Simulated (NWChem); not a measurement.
Molecule: fluoroethane (C2H5F); SMILES CCF

Program: NWChem. Geometry: optimised at PBE0/def2-SVP. Level: PBE0/def2-SVP with SMD (1 M gas to 1 M solution), gas-phase geometry.

For solvent n-hexane:

```
Property                                     Result
-------------------------------------------  ------
solvation free energy (kcal/mol)               -2.1
cavity-dispersion-structure term (kcal/mol)    -0.8
dipole in solution (D)                         1.94
```

Problem. What are these values for solvent water?

Solution. 
| Property | Value |
|---|---|
| solvation free energy (kcal/mol) | -0.1 |
| cavity-dispersion-structure term (kcal/mol) | 2.8 |
| dipole in solution (D) | 2.16 |
